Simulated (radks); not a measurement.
These are the eigenvalues of the occupied orbitals of an atom or ion with whole-number occupations (hartree). Method: Dirac Kohn-Sham, LB94 model potential, spin-unpolarised, spherical densities, finite nucleus; Fermi nuclear charge, rms radius of each element as measured or else 0.836 A^(1/3) + 0.57 fm; computed with a radial shooting solver on a logarithmic mesh with Libxc functionals.

orbital  eigenvalue
1s1/2     -1615.123
2s1/2     -274.4566
2p1/2     -260.7635
2p3/2     -241.4645
3s1/2     -71.54459
3p1/2     -65.63546
3p3/2     -61.77485
3d3/2     -51.44644
3d5/2     -50.60612
4s1/2     -25.17431
4p1/2     -22.89549
4p3/2     -21.95989
4d3/2     -18.15720
4d5/2     -17.97425

Which element is it, and in what charge state? The configuration may be excited. Open shells, if any, fill j = l - 1/2 first.

Answer. Z = 60, neodymium, charge +17: Nd17+ in [Kr] 4d7. The list shows which subshells hold electrons but not how many an open one holds; the 1s level, -1615.1 hartree, gives Z - s = 56.8 by -(Z - s)^2/2, which with screening and relativity narrows Z to a few neighbours, and the depths of the outer levels then fix element, charge and occupations together.
